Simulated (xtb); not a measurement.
C₆H₄Cl (SMILES Clc1[c]cccc1), doublet, at a GFN2-xTB geometry, atoms displaced at random by about 0.05 Å a coordinate; GFN1-xTB (xtb 6.7.1).

xtb was given this input:
```
$ xtb mol.xyz --gfn 1 --uhf 1 --opt tight --json

# file mol.xyz
11

Cl     2.18857767    -0.62346239    -0.07483676
C      0.37810328    -0.17173076    -0.03757070
C     -0.46810409    -1.17821737    -0.01070698
C     -1.82737763    -0.82818101     0.10573538
C     -2.20639814     0.54041490     0.16929463
C     -1.13706868     1.40582160     0.06000674
C      0.18144786     1.20848069     0.05741971
H     -2.55009538    -1.56234475    -0.01294657
H     -3.26290229     0.73379517     0.09686270
H     -1.53835686     2.53366093     0.03348686
H      0.84189526     1.93725586    -0.05794278
```

The log (banner, timings and long lists left out):

```
   ID    Z sym.   atoms
    1   17 Cl     1
    2    6 C      2-7
    3    1 H      8-11

           -------------------------------------------------
          |                Calculation Setup                |
           -------------------------------------------------

           -------------------------------------------------
          |                 G F N 1 - x T B                 |
           -------------------------------------------------

          ...................................................
          :                      SETUP                      :
          :.................................................:
          :  # basis functions                  42          :
          :  # atomic orbitals                  41          :
          :  # shells                           23          :
          :  # electrons                        35          :
          :  # halogen bonds                     0          :
          :  max. iterations                   250          :
          :  Hamiltonian                  GFN1-xTB          :
          :  restarted?                      false          :
          :  GBSA solvation                  false          :
          :  PC potential                    false          :
          :  electronic temp.          300.0000000     K    :
          :  accuracy                    1.0000000          :
          :  -> integral cutoff          0.2500000E+02      :
          :  -> integral neglect         0.1000000E-07      :
          :  -> SCF convergence          0.1000000E-05 Eh   :
          :  -> wf. convergence          0.2000000E-04 e    :
          :  Broyden damping             0.4000000          :
          :  net charge                          0          :
          :  unpaired electrons                  1          :
          ...................................................

 iter      E             dE          RMSdq      gap      omega  full diag
   1    -19.2034044 -0.192034E+02  0.953E+00    3.00       0.0  T
   2    -19.2274704 -0.240660E-01  0.575E+00    2.92       1.0  T
   3    -19.2240090  0.346138E-02  0.771E-01    2.79       1.0  T
   4    -19.2287718 -0.476284E-02  0.161E-01    2.89       1.0  T
   5    -19.2291322 -0.360413E-03  0.378E-02    2.87       1.0  T
   6    -19.2291494 -0.171420E-04  0.650E-03    2.88       4.6  T
   7    -19.2291495 -0.157135E-06  0.205E-03    2.87      14.7  T
   8    -19.2291496 -0.421627E-07  0.358E-04    2.88      84.1  T
   9    -19.2291496 -0.908766E-09  0.145E-04    2.88     207.8  T
  10    -19.2291496 -0.442348E-10  0.210E-05    2.88    1433.0  T

   *** convergence criteria satisfied after 10 iterations ***

         :::::::::::::::::::::::::::::::::::::::::::::::::::::
         ::                     SUMMARY                     ::
         :::::::::::::::::::::::::::::::::::::::::::::::::::::
         :: total energy             -18.928591551340 Eh    ::
         :: gradient norm              0.239096614539 Eh/a0 ::
         :: HOMO-LUMO gap              2.875562594824 eV    ::
         ::.................................................::
         :: SCC energy               -19.229149582110 Eh    ::
         :: -> electrostatic           0.005698220001 Eh    ::
         :: repulsion energy           0.305681207308 Eh    ::
         :: dispersion energy         -0.005123176539 Eh    ::
         :: halogen bond corr.         0.000000000000 Eh    ::
         :: add. restraining           0.000000000000 Eh    ::
         :: total charge              -0.000000000000 e     ::
         :::::::::::::::::::::::::::::::::::::::::::::::::::::

      -----------------------------------------------------------
     |                   =====================                   |
     |                        A N C O P T                        |
     |                   =====================                   |
     |               Approximate Normal Coordinate               |
     |                Rational Function Optimizer                |
      -----------------------------------------------------------
      -----------------------------------------------------------
     |                   =====================                   |
     |                        A N C O P T                        |
     |                   =====================                   |
     |               Approximate Normal Coordinate               |
     |                Rational Function Optimizer                |
      -----------------------------------------------------------

          ...................................................
          :                      SETUP                      :
          :.................................................:
          :   optimization level             tight          :
          :   max. optcycles                   200          :
          :   ANC micro-cycles                  20          :
          :   degrees of freedom                27          :
          :.................................................:
          :   RF solver                   davidson          :
          :   write xtbopt.log                true          :
          :   linear?                        false          :
          :   energy convergence         0.1000000E-05 Eh   :
          :   grad. convergence          0.8000000E-03 Eh/α :
          :   maxmium RF displ.          1.0000000          :
          :   Hlow (freq-cutoff)         0.1000000E-01      :
          :   Hmax (freq-cutoff)         5.0000000          :
          :   S6 in model hess.         20.0000000          :
          ...................................................

generating ANC from exact Hessian ...
Using Lindh-Hessian (1995)
 Shifting diagonal of input Hessian by    2.8916002576308050E-003
 Lowest  eigenvalues of input Hessian
    0.000000    0.000000    0.000000    0.000000    0.000000    0.000000
    0.010000    0.019049    0.025222    0.042463    0.051753    0.076568
[...]
 * total energy  :   -18.9285916 Eh     change       -0.1076472E-11 Eh
 * total energy  :   -18.9629822 Eh     change       -0.3439063E-01 Eh
 * total energy  :   -18.9738520 Eh     change       -0.1086980E-01 Eh
 * total energy  :   -18.9748445 Eh     change       -0.9925181E-03 Eh
 * total energy  :   -18.9750546 Eh     change       -0.2101074E-03 Eh
 * total energy  :   -18.9750873 Eh     change       -0.3270825E-04 Eh
 * total energy  :   -18.9750927 Eh     change       -0.5397013E-05 Eh
 * total energy  :   -18.9750937 Eh     change       -0.9709198E-06 Eh
   *** GEOMETRY OPTIMIZATION CONVERGED AFTER 8 ITERATIONS ***
[...]
   3    -19.2493940 -0.710543E-14  0.501E-07    2.73   60182.1  T

   *** convergence criteria satisfied after 3 iterations ***

         :::::::::::::::::::::::::::::::::::::::::::::::::::::
         ::                     SUMMARY                     ::
         :::::::::::::::::::::::::::::::::::::::::::::::::::::
         :: total energy             -18.975093679887 Eh    ::
         :: gradient norm              0.000533589094 Eh/a0 ::
         :: HOMO-LUMO gap              2.727371770295 eV    ::
         ::.................................................::
         :: SCC energy               -19.249393996260 Eh    ::
         :: -> electrostatic           0.003456413517 Eh    ::
         :: repulsion energy           0.279449929577 Eh    ::
         :: dispersion energy         -0.005149613204 Eh    ::
         :: halogen bond corr.         0.000000000000 Eh    ::
         :: add. restraining           0.000000000000 Eh    ::
         :: total charge               0.000000000000 e     ::
         :::::::::::::::::::::::::::::::::::::::::::::::::::::

           -------------------------------------------------
          |                Property Printout                |
           -------------------------------------------------

    * Orbital Energies and Occupations

         #    Occupation            Energy/Eh            Energy/eV
      -------------------------------------------------------------
         1        2.0000           -0.9115683             -24.8050
       ...           ...                  ...                  ...
         6        2.0000           -0.6157124             -16.7544
         7        2.0000           -0.5825794             -15.8528
         8        2.0000           -0.5508126             -14.9884
         9        2.0000           -0.5467477             -14.8778
        10        2.0000           -0.5368235             -14.6077
        11        2.0000           -0.5319746             -14.4758
        12        2.0000           -0.5096654             -13.8687
        13        2.0000           -0.4864950             -13.2382
        14        2.0000           -0.4864060             -13.2358
        15        2.0000           -0.4583963             -12.4736
        16        2.0000           -0.4485486             -12.2056
        17        2.0000           -0.4298538             -11.6969
        18        1.0000           -0.3738086             -10.1718 (HOMO)
        19                         -0.2735795              -7.4445 (LUMO)
        20                         -0.2623994              -7.1403
        21                         -0.1827952              -4.9741
        22                         -0.1450845              -3.9479
        23                         -0.1103790              -3.0036
        24                         -0.1084975              -2.9524
        25                         -0.0950572              -2.5866
        26                         -0.0797376              -2.1698
        27                         -0.0401452              -1.0924
        28                         -0.0399640              -1.0875
        29                         -0.0374770              -1.0198
       ...                                ...                  ...
        41                          0.6474952              17.6192
      -------------------------------------------------------------
                  HL-Gap            0.1002291 Eh            2.7274 eV
             Fermi-level           -0.3627626 Eh           -9.8713 eV

  Mulliken/CM5 charges         n(s)   n(p)   n(d)
     1Cl   -0.11332 -0.11426   1.945  5.178 -0.010
     2C     0.12533  0.12126   1.075  2.800  0.000
     3C    -0.07197 -0.07595   1.197  2.875  0.000
     4C    -0.00683 -0.05908   1.058  2.949  0.000
     5C    -0.02643 -0.08203   1.062  2.964  0.000
     6C    -0.02674 -0.08218   1.056  2.971  0.000
     7C    -0.04171 -0.09403   1.065  2.977  0.000
     8H     0.04026  0.09617   0.960  0.000  0.000
     9H     0.03768  0.09346   0.962  0.000  0.000
    10H     0.03923  0.09516   0.961  0.000  0.000
    11H     0.04450  0.10148   0.955  0.000  0.000

Wiberg/Mayer (AO) data.
largest (>0.10) Wiberg bond orders for each atom

 ---------------------------------------------------------------------------
     #   Z sym  total        # sym  WBO       # sym  WBO       # sym  WBO
 ---------------------------------------------------------------------------
     1  17 Cl   1.121 --     2 C    0.978
     2   6 C    3.942 --     3 C    1.467     7 C    1.361     1 Cl   0.978
                             5 C    0.110
     3   6 C    3.297 --     4 C    1.513     2 C    1.467     6 C    0.106
     4   6 C    3.993 --     3 C    1.513     5 C    1.373     8 H    0.960
                             7 C    0.115
     5   6 C    3.990 --     6 C    1.447     4 C    1.373     9 H    0.969
                             2 C    0.110
     6   6 C    3.996 --     7 C    1.449     5 C    1.447    10 H    0.966
                             3 C    0.106
     7   6 C    3.988 --     6 C    1.449     2 C    1.361    11 H    0.966
                             4 C    0.115
     8   1 H    1.010 --     4 C    0.960
     9   1 H    1.002 --     5 C    0.969
    10   1 H    1.002 --     6 C    0.966
    11   1 H    1.005 --     7 C    0.966
 ---------------------------------------------------------------------------

Topologies differ in total number of bonds
Writing topology from bond orders to xtbtopo.mol

 dipole moment from electron density (au)
     X       Y       Z
  -0.7042   0.5381   0.0297  total (Debye):    2.254

optimized geometry written to: xtbopt.xyz

           -------------------------------------------------
          | TOTAL ENERGY              -18.975093679887 Eh   |
          | GRADIENT NORM               0.000533589094 Eh/α |
          | HOMO-LUMO GAP               2.727371770295 eV   |
           -------------------------------------------------
```
